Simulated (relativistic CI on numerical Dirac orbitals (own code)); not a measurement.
**Radial parameters of Hf11+**

Computed by Dirac-Coulomb-Breit CI, separate exchange-only KLI orbitals for each configuration, model QED (radiative potential, 1s self-energy scaled to tabulated hydrogen-like ionisation energies), unscaled Slater integrals (own radial code, finite nucleus).

Slater integrals F^k, G^k are unscaled and averaged over j, outside the closed core [Kr] 4d10; ζ comes from projecting the Hamiltonian with its Breit term on Σ l·s of the shell.

- 4f¹²5s²5p: F^2(4f,4f) = 166690, F^4(4f,4f) = 105910, F^6(4f,4f) = 76585, ζ(4f) = 4024, F^2(4f,5p) = 72146, G^2(4f,5p) = 29817, G^4(4f,5p) = 25129, ζ(5p) = 62420 cm⁻¹; <r>(4f) = 0.5937, <r^2>(4f) = 0.4255, <r>(5p) = 1.125, <r^2>(5p) = 1.414 (bohr units).
- 4f¹¹5s²5p²: F^2(4f,4f) = 170550, F^4(4f,4f) = 108560, F^6(4f,4f) = 78557, ζ(4f) = 4212.2, F^2(5p,5p) = 96175, F^2(4f,5p) = 72403, G^2(4f,5p) = 29102, G^4(4f,5p) = 24722, ζ(5p) = 64291 cm⁻¹; <r>(4f) = 0.5827, <r^2>(4f) = 0.4084, <r>(5p) = 1.115, <r^2>(5p) = 1.389 (bohr units).
- 4f¹³5s²: ζ(4f) = 3837.9 cm⁻¹; <r>(4f) = 0.605, <r^2>(4f) = 0.4434 (bohr units).

Averages of the first 10 configurations, taken without configuration mixing, which lowers the lowest level and can move excited configurations by several eV; other configurations of the list can lie among them:

```csv
Configuration,Parity,States,Average energy above the lowest level (eV)
4f¹²5s²5p,odd,546,14.5
4f¹¹5s²5p²,odd,5460,24.1
4f¹³5s²,odd,14,10.3
4f¹²5s5p²,even,2730,51.6
4f¹⁴5s,even,2,43.9
4f¹³5s5p,even,168,45.2
4f¹²5s²5d,even,910,68.1
4f¹³5p²,odd,210,84.4
4f¹²5s²5f,odd,1274,118.4
4f¹²5s²5g,even,1638,149.6
```
